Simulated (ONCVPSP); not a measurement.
Re (Z = 75): one change to an ONCV potential, before and after

ONCVPSP 4.0.1 input, shortened (lines: element, Z, core and valence counts, functional; n l f; lmax; l rc ep ncon nbas qcut; lloc lpopt rc5 dvloc0; l nproj debl; icmod fcfact rcfact), PBEsol, scalar-relativistic:

```
  Re 75.00   10    4  -116133      upf
    1    0    2.00
    2    0    2.00
    2    1    6.00
    3    0    2.00
    3    1    6.00
    3    2   10.00
    4    0    2.00
    4    1    6.00
    4    2   10.00
    4    3   14.00
    5    0    2.00
    5    1    6.00
    5    2    6.00
    6    0    1.00
    2
    0    1.50    0.00    4    8    9.10
    1    1.50    0.00    4    7    7.30
    2    2.75    0.00    4    8    6.40
    4    2    1.40    0.00
    0    2    2.10
    1    2    3.00
    2    2    3.50
    3    1.50    1.30
```

All-electron outer shells of the reference configuration (PBEsol, scalar-relativistic, ld1.x):

```json
{"shell": "5s", "level (eV)": "-83.13", "outermost node (bohr)": "0.52", "outermost maximum (bohr)": "0.93"}
{"shell": "5p", "level (eV)": "-45.02", "outermost node (bohr)": "0.56", "outermost maximum (bohr)": "1.06"}
{"shell": "4f", "level (eV)": "-40.13", "outermost node (bohr)": "–", "outermost maximum (bohr)": "0.41"}
{"shell": "6s", "level (eV)": "-5.33", "outermost node (bohr)": "1.25", "outermost maximum (bohr)": "2.61"}
{"shell": "5d", "level (eV)": "-4.03", "outermost node (bohr)": "0.62", "outermost maximum (bohr)": "1.45"}
```

Change: d: rc 2.3.

Cutoffs: the cutoffs (Ha) at which the residual kinetic energy of the hardest occupied pseudo-wave falls to 1 and 0.1 mHa per electron; they do not see the model core or the augmentation charge, which bear on the density cutoff. Errors are all-electron minus pseudo energies relative to the spin-unpolarised reference configuration.

Q: What does the change do?

A: The potential gets neither clearly harder nor softer (28 Ha and 39 Ha → 28 Ha and 39 Ha); of the 4 tests that both files solve, the error grows in 0 and shrinks in 4 by more than 15 % and 0.3 meV (median size 9.4 → 4.1 meV); neither file shows a bound ghost. Less of the atom is replaced, so other configurations are described better.

| quantity | base | changed |
| --- | --- | --- |
| cutoff, loose | 28 Ha | 28 Ha |
| cutoff, tight | 39 Ha | 39 Ha |
| loose cutoff by channel | s 28 Ha, p 23 Ha, d 13 Ha | s 28 Ha, p 23 Ha, d 14 Ha |
| bound ghosts | none | none |
| GHOST(+) flags under 300 eV | none | none |
| error for 5s2 5p6 5d5 6s2, meV [ΔE -0.95 eV] | +11 | +4.2 |
| error for 5s2 5p6 5d5 6s1, meV [ΔE 8.34 eV] | +2.5 | +0.6 |
| error for 5s2 5p6 5d5 6s0, meV [ΔE 24.69 eV] | -7.8 | -3.9 |
| error for 5s2 5p6 5d4 6s2 6p1, meV [ΔE 4.15 eV] | +40 | +7.9 |
| s: phases at 1.53 bohr within 0.05 rad from the reference energy up to (Ha; the scan ends near 5) | to the end of the scan | to the end of the scan |
| p: phases at 1.53 bohr within 0.05 rad from the reference energy up to (Ha; the scan ends near 5) | to the end of the scan | to the end of the scan |
| rms error of d²Exc/dni dnj with the model core, mHa | 3.75 | 3.66 |
